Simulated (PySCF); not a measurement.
Ligands exchanged one at a time, B OH-I. All species are isolated molecules in the gas phase. One relaxed conformer stands for each flexible species; it need not be the lowest. Strings in code marks are SMILES.

All values below come from ωB97X-D3(BJ)/def2-TZVP // PBE0-D3(BJ)/def2-TZVP run with PySCF. Delta-SCF ions had no search for a lower state. Excitations are Tamm–Dancoff values on a coarser integration grid. The basis has no diffuse functions, so Rydberg states are missing or too high.

| species | HOMO–LUMO gap (eV) | S1 oscillator strength | S1–T1 gap (TDA) (eV) | vertical ionisation energy (Delta-SCF) (eV) |
|---|---|---|---|---|
| 0 of 3 OH replaced by I | 13.77 | 0.000 | 0.32 | 12.12 |
| 1 of 3 OH replaced by I | 11.20 | 0.006 | … | 9.77 |
| 2 of 3 OH replaced by I (`OB(I)I` (H–O–B–I torsion 0°)) | 10.74 | 0.000 | … | … |
| 3 of 3 OH replaced by I (`IB(I)I`) | 9.10 | 0.000 | … | 9.67 |

### Question
Fill in the missing entries.

### Answer

- 1 of 3 OH replaced by I, S1–T1 gap (TDA) (eV): 0.54
- 2 of 3 OH replaced by I (`OB(I)I` (H–O–B–I torsion 0°)), S1–T1 gap (TDA) (eV): 0.13
- 2 of 3 OH replaced by I (`OB(I)I` (H–O–B–I torsion 0°)), vertical ionisation energy (Delta-SCF) (eV): 9.78
- 3 of 3 OH replaced by I (`IB(I)I`), S1–T1 gap (TDA) (eV): 0.13
